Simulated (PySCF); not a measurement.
Precursor series W F-NH2. All species are isolated molecules in the gas phase. One relaxed conformer stands for each flexible species; it need not be the lowest.

The charge on the central atom (Mulliken) from two functionals at the same geometries (BP86-D3(BJ)/def2-SVP), both in PySCF: PBE-D3(BJ)/def2-TZVP and B3LYP-D3(BJ)/def2-TZVP. B3LYP has the VWN-RPA correlation part, as in Gaussian. 

```
species                                   PBE-D3(BJ)/def2-TZVP (e)  B3LYP-D3(BJ)/def2-TZVP (e)
----------------------------------------  ------------------------  --------------------------
0 of 6 F replaced by NH2 ([W(F)6])                            1.55                        1.85
2 of 6 F replaced by NH2                                      1.36                        1.64
4 of 6 F replaced by NH2 ([W(F)2(NH2)4])                      1.16                        1.45
6 of 6 F replaced by NH2 ([W(NH2)6])                          1.08                        1.38
```

Over these rows, drawn at random from the members with no instability flagged (it was tested for open shells, ions and some series alone), PBE minus B3LYP-D3(BJ): mean -0.29 e, from -0.31 e to -0.28 e.
